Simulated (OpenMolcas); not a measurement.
## Sn3+: CASPT2 settings compared

```yaml
Program: OpenMolcas 26.06
Basis: ANO-R2 [7s6p4d2f1g]
Scalar_Hamiltonian: X2C, finite nucleus
Active_space: 1 electron in 4 orbitals (5s 5p)
State_averaging: 2S+1 = 2 even, 1 root; 2S+1 = 2 odd, 3 roots
Spin-orbit_coupling: state interaction with AMFI integrals over the reference wave functions, term energies averaged over their components
```

Methods on the same reference wave functions:
A. CASSCF
B. SS-CASPT2, IPEA 0 Eh, sigma1 regulariser 0.3 Eh (closed shells correlated: 4d)
C. XMS-CASPT2, IPEA 0.15 Eh, sigma1 regulariser 0.3 Eh (closed shells correlated: 4d)

Energies in cm⁻¹ above 5s ²S_1/2, the measured ground level; measured values from Moore, Atomic Energy Levels, vol. III, NSRDS-NBS 35 (1971 reprint of NBS Circular 467, 1958).

```tsv
Level	A	B	C	Measured
5s ²S_1/2	0.0	0.0	0.0	0.0
5p ²P°_1/2	66720	69863	69509	69564
5p ²P°_3/2	71937	75080	74726	76072
```

Deviations, from unrounded energies. A percentage is the sum of absolute deviations over the sum of measured energies, with the sign that they share, or ± where signs differ.

```tsv
Against measurement	Levels	A	B	C
mean absolute deviation (cm-1)	2	3500	650	700
other configurations (%)	2	-4.8	±0.9	-1.0
```

B lies closest to measurement on these levels and A furthest from it. The largest miss of B in the table is 5p ²P°_3/2, by -990 cm-1. The ranking rests on the paired levels alone, and a cruder setting can come out closer through cancelling errors.

Between B and C the level of the table that moves most is 5p ²P°_1/2, by 350 cm-1 (lowest in C, highest in B).

The lowest spin-free term lies below A's lowest term by 0.395 hartree in B, 0.394 hartree in C.

With one active electron the reference holds no correlation, so core polarisation is missing (holds for A). With one active electron, CASPT2 adds the correlation within the correlated inactive shells and between them and that electron, and leaves the splitting within a term as the reference gives it (holds for B; C). Measured partners are found by configuration, term and J. A level has none where our copy of the source lacks it or the pairing is in doubt (some pairs that miss far off the trend of their configuration count as doubtful), and it then counts in no deviation. Only configurations of the active space appear.

° marks odd parity.
